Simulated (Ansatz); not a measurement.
`[CH3][Ge]([NH2])([F])[F]` + HBr → `[CH3][Ge]([F])([F])[Br]` + NH₃ at 298.15 K and 1 bar (ligand exchange at a Ge–N bond).

Calculated with Ansatz (gas phase, PBE0-D4/def2-TZVP geometries, no zero-point term in ΔE). CCSD(T)/CBS adds triple-zeta CCSD(T) − MP2 to the extrapolated MP2 energy (def2 sets, frozen cores). This one scheme is used for every species. For Br, Ge outer-core shells are correlated without core-valence functions, which leaves a few kJ/mol of doubt a bond. Scalar relativity is left out up to krypton. Each species was taken in one conformer, which may not be the lowest.

| species | CCSD(T)/CBS energy (Eh) | H − E (kJ/mol) | S (J/(mol·K)) |
| --- | --- | --- | --- |
| `[CH3][Ge]([NH2])([F])[F]` | -2371.58148 | 199.9 | 362.2 |
| HBr | -2573.91920 | 24.6 | 198.6 |
| `[CH3][Ge]([F])([F])[Br]` | -4889.01358 | 133.7 | 368.9 |
| NH₃ | -56.50880 | 100.5 | 192.4 |

H − E and S are ideal-gas, rigid-rotor, harmonic terms from PBE0-D4/def2-TZVP, for one conformer and one mirror image of each species. 1 Eh = 2625.50 kJ/mol, R = 8.31446 J/(mol·K).

Problem. By hand: ΔE, ΔH, ΔS and ΔG.

Solution. ΔE = (-4889.01358) + (-56.50880) − (-2371.58148) − (-2573.91920) = -0.02170 Eh = -57.0 kJ/mol. Δ(H − E) = 133.7 + 100.5 − 199.9 − 24.6 = 9.7, so ΔH = -47.3 kJ/mol. ΔS = 368.9 + 192.4 − 362.2 − 198.6 = 0.5 J/(mol·K). ΔG = -47.3 − 298.15 × (0.5)/1000 = -47.4 kJ/mol.

Problem. By hand: the equilibrium constant, and the temperature at which ΔG would vanish if ΔH and ΔS stayed fixed.

Solution. log₁₀ K = −ΔG/(RT ln 10) = 8.3. ΔH and −TΔS have one sign here, so there is no such temperature.

The number of gas molecules stays the same, so ΔS is small and ΔH decides. A doubt of 5 kJ/mol in ΔE shifts log₁₀ K by 0.9 here. Other conformers and mirror images would add mixing entropy, several J/(mol·K) or more a flexible species. These are equilibria of isolated gas molecules and say nothing of rates. Largest T1 diagnostic: 0.011 (customary marks: 0.02 for closed shells, 0.045 for open ones).

ΔS is within the doubt of such terms, so its sign, and with it that verdict, could turn.
